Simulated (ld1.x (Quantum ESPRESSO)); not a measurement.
## Transferability test, TM potential for tin

```json
{"Element": "Sn (Z = 50)", "Generator": "ld1.x (Quantum ESPRESSO) 7.5", "Type": "norm-conserving Troullier–Martins (Kleinman–Bylander form)", "Functional": "PBEsol", "Relativity": "scalar-relativistic", "Frozen core": "[Kr] 4d10", "Valence charge": "4", "Reference configuration": "5s1 5p3", "Partial waves": "5s (bound): rc 1.90 bohr; 5p (bound): rc 2.35 bohr", "Local potential": "all-electron potential smoothed inside 1.55 bohr (lloc = -2)", "Core correction": "none"}
```

Energies are relative to the spin-unpolarised reference configuration 5s1 5p3; without spin polarisation the order of configurations can differ from experiment.

| valence configuration | charge | ΔE all-electron (eV) | error AE − PS (meV) |
| --- | --- | --- | --- |
| 5s2 5p1 | +1 | -0.111 | +3.7 |
| 5s2 5p0 | +2 | 13.861 | +51 |
| 5s2 5p1.5 | +0.5 | -4.383 | +8.4 |
| 5s0 5p4 | 0 | 7.239 | +13 |
| 5s1 5p0 | +3 | 44.875 | +470 |
| 5s2 5p2.3 | -0.3 | -7.861 | +14 |

Q: What are ΔE and the potential's error for 5s2 5p2?

A: ΔE = -7.008 eV all-electron; the error (AE − PS) is +13 meV.

ld1.x printed “convergence not achieved” for 6 of the counted tests; their residual had stalled under 1e-8, short of the target of 1e-14.

Note: ghost states, extra bound levels that the all-electron valence spectrum of the same l lacks: d at -1.32 eV, s at -0.73 eV. A true bound ghost makes a file unfit for plane-wave use.
